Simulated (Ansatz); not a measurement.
**Counterpoise correction, worked out**

The pair of F⁻ (SMILES [F-], atom 1) and Cl2 (SMILES ClCl, atoms 2–3), both closed shells, in one local arrangement (a lower one may exist), relaxed at PBE0-D4/def2-TZVPD:

```
3
angstrom
F -0.5301 0.3972 -1.8887
Cl -0.0372 0.0278 -0.1314
Cl 0.5674 -0.4251 2.0201
```

Program: Ansatz 0.2.0. Basis: def2-TZVPPD. Cores are frozen in the correlated methods.

CCSD(T) total energies in eV:

| system | geometry | basis functions | energy |
| --- | --- | --- | --- |
| pair | pair | all | -27734.52511 |
| F⁻ | as in the pair | all (partner as ghosts) | -2714.28619 |
| Cl2 | as in the pair | all (partner as ghosts) | -25018.21882 |
| F⁻ | as in the pair | its own | -2714.25079 |
| Cl2 | as in the pair | its own | -25018.18017 |
| F⁻ | free (PBE0-D4 minimum) | its own | -2714.25079 |
| Cl2 | free (PBE0-D4 minimum) | its own | -25018.63946 |

**Question.** Work out the interaction energy with and without the counterpoise correction, the superposition error, and the binding energy from the relaxed fragments.

**Answer.** Without correction: -27734.52511 − (-2714.25079) − (-25018.18017) = -2.09415 eV.
With correction (each fragment in the whole basis): -27734.52511 − (-2714.28619) − (-25018.21882) = -2.02010 eV = -46.58 kcal/mol.
The superposition error is the difference, 0.07405 eV, 4 % of the uncorrected value: each fragment borrows its partner's functions.
Deformation from the free shapes: 0.00000 eV for F⁻ and 0.45929 eV for Cl2.
Binding energy from relaxed fragments: -2.02010 + 0.00000 + 0.45929 = -1.56081 eV = -35.99 kcal/mol (electronic, without zero-point energy; negative means bound). The deformation is large: the pair is on the way to a chemical bond or a shared proton. For comparison, the corrected interaction energy by CCSD(T) at an estimated basis limit (MP2 extrapolated from triple and quadruple zeta, plus CCSD(T) − MP2 in triple zeta) is -2.184 eV; triple zeta with the correction binds less.

The T1 diagnostic stays at or below 0.023. The restricted Hartree–Fock reference is unstable towards an unrestricted one at one or more of these structures.

For scale, one of the runs: CCSD(T)/def2-TZVPPD, 142 basis functions, launched by `ansatz run in.yaml --threads 2 --pin off --events-out ev --progress --plain --max-ram 5222MiB`. The run took 6 s on 2 CPU threads of an Arm Neoverse V2 (shared host), with 0.61 GiB of host memory at its peak.
